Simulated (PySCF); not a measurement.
**Polarisability and C₆ of Pt (platinum, neutral)**

[Xe] 4f14 5d9 6s1, high-spin 3D determinant. All numbers are calculated (PySCF 2.14, a scalar-relativistic core potential, in aug-cc-pwCVDZ-PP with ECP60MDF (6s6p5d3f, 70 functions)). Coupled (time-dependent) response in atomic units; α is the mean over directions. A double-zeta set is small for polarisabilities.

```csv
method,mean α (bohr³),"α xx, yy, zz",C₆ (like pair),S(−4)
r2SCAN0,40.81,"39.95, 39.95, 42.54",365.6,850.1
```

S(−4) is the Cauchy moment in α(ω) = α(0) + S(−4) ω² + …

Reference α: 48 ± 4 bohr³ (recommended; Schwerdtfeger and Nagle, table of static dipole polarizabilities (2023 update)). Published C₆: 470.0 (Gould and Bucko (2016)).

Spin-orbit coupling is absent.

α(iu) at r2SCAN0:

```tsv
u (hartree)	α(iu) (bohr³)
0	40.81
0.0500	38.83
0.100	34.19
0.200	24.52
0.300	18.08
0.500	11.67
0.750	8.175
1.00	6.250
1.50	4.038
2.00	2.801
3.00	1.548
5.00	0.6611
```

A single London oscillator, α(iu) = α/(1 + u²/ω²), gives C₆ = (3/4) ω α². Matching the computed C₆ needs ω = 4 × 365.6 / (3 × 40.81²) = 0.293 hartree.

The components differ because the open shell of this determinant is not spherical; for a pure term their mean is the scalar polarisability.

Energies and moments cover only the electrons outside the core potential. Spin-orbit coupling, absent here, splits the open shell strongly.
